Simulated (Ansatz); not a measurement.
`C=C[B](C)[GaH][F]`. The species carries charge 0 and has multiplicity 1.

Cartesian coordinates in Å:
```
C 0.264 1.431 -1.670
C 0.785 0.882 -0.566
B 0.012 -0.188 0.236
C -0.891 -1.254 -0.460
Ga 0.217 -0.191 2.329
F 1.724 -0.940 2.903
H -0.667 1.069 -2.098
H 0.721 2.280 -2.169
H 1.706 1.318 -0.182
H -0.316 -2.193 -0.431
H -1.823 -1.473 0.066
H -1.104 -1.054 -1.514
H -0.629 0.312 3.555
```

Question: What are the harmonic wavenumbers in cm⁻¹ at PBE0-D4/def2-TZVP (Ansatz, finite differences of forces, unscaled)? (An estimate is asked.)

Answer: Ansatz gave: 21, 73, 95, 132, 162, 225, 271, 373, 444, 495, 610, 623, 652, 782, 825, 992, 1014, 1034, 1057, 1166, 1317, 1320, 1429, 1445, 1457, 1650, 1952, 3008, 3077, 3119, 3133, 3143, 3223.

Question: Is this a minimum?

Answer: Yes, all 33 modes are real.

Question: Give the ideal-gas thermochemistry at 298.15 K and 1 bar (rigid rotor, harmonic oscillator; point group C1, symmetry number 1).

Answer: Zero-point energy 241.2 kJ/mol; H(298) − E = 267.7 kJ/mol; entropy 406.3 J/(mol·K), of which translation 170.7, rotation 119.4, vibration 116.2; G(298) − E = 146.5 kJ/mol. Modes under 100 cm⁻¹ are hindered rotations or soft bends, so the harmonic entropy is rough.

Question: And at 400, 500, 600, 800 and 1000 K?

Answer: 
```
T (K)  H − E (kJ/mol)  S (J/mol/K)  G − E (kJ/mol)
  400           282.5        449.0           102.9
  500           299.4        486.5            56.1
  600           318.1        520.6             5.8
  800           359.9        580.4          -104.5
 1000           406.0        631.8          -225.9
```

Question: Rotational constants (cm⁻¹)?

Answer: 0.1399, 0.03865, 0.03488.
